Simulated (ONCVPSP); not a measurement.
## Pseudopotential generation for molybdenum: ONCV, Wu-Cohen, scalar-relativistic.

```json
{
 "Element": "Mo (Z = 42)",
 "Generator": "ONCVPSP 4.0.1",
 "Type": "optimised norm-conserving Vanderbilt (ONCV)",
 "Functional": "Wu-Cohen",
 "Relativity": "scalar-relativistic",
 "Frozen core": "[Ar] 3d10 4s2",
 "Valence charge": "12",
 "Reference configuration": "4p6 4d4 5s2",
 "Partial waves": "5s: rc 2.15 bohr, ncon 4, nbas 7, qcut 3.3 1/bohr, 2 projectors, debl 2 Ha; 4p: rc 1.15 bohr, ncon 4, nbas 7, qcut 8.1 1/bohr, 2 projectors, debl 3.4 Ha; 4d: rc 1.95 bohr, ncon 3, nbas 8, qcut 9.7 1/bohr, 2 projectors, debl 1.8 Ha; f scattering state at 0.06 Ha: rc 1.95 bohr, ncon 3, nbas 6, qcut 4.9 1/bohr, 1 projector",
 "Local potential": "polynomial inside 0.80 bohr (lpopt 4, dvloc0 1 Ha)",
 "Core correction": "none"
}
```

All-electron outer shells of the reference configuration (Wu-Cohen, scalar-relativistic, ld1.x):

| shell | level (eV) | outermost node (bohr) | outermost maximum (bohr) |
| --- | --- | --- | --- |
| 4s | -67.07 | 0.51 | 0.99 |
| 4p | -41.06 | 0.52 | 1.06 |
| 4d | -5.66 | 0.53 | 1.37 |
| 5s | -4.93 | 1.33 | 2.86 |

Is a potential produced?

No. ONCVPSP 4.0.1 stopped with "optimize: ERROR ps0norm > uunorm, code will stop": the continuity conditions at rc already need more norm inside rc than the all-electron wave has, so norm conservation cannot be met. It happened in the s channel.
